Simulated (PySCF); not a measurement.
BeH₂. Atoms are numbered in the order given.

```xyz
3

Be     0.0000     0.0000     0.0000
H      0.0000     0.0000    -1.3362
H      0.0000     0.0000     1.3362
```

Coordinates come from a PBE0-D3(BJ)/def2-TZVPD optimisation. The isomer is the one that the SMILES or the coordinates give; other isomers of the formula were not compared.

All values below come from PBE0-D3(BJ)/def2-TZVPD in PySCF.

Harmonic, unscaled wavenumbers; measured fundamentals usually lie a few per cent lower.

Modes within 1.5 cm⁻¹ of each other (mostly degenerate sets) share a row, with their intensities summed.

Computed vibrational spectrum:
| mode | ν (cm⁻¹) | IR (km/mol) | moving atoms (share of kinetic energy) |
|---|---|---|---|
| 1–2 | 714 | 650.9 | H 82 %, Be 18 % |
| 3 | 2015 | 0.0 | H 100 % |
| 4 | 2233 | 233.9 | H 82 %, Be 18 % |
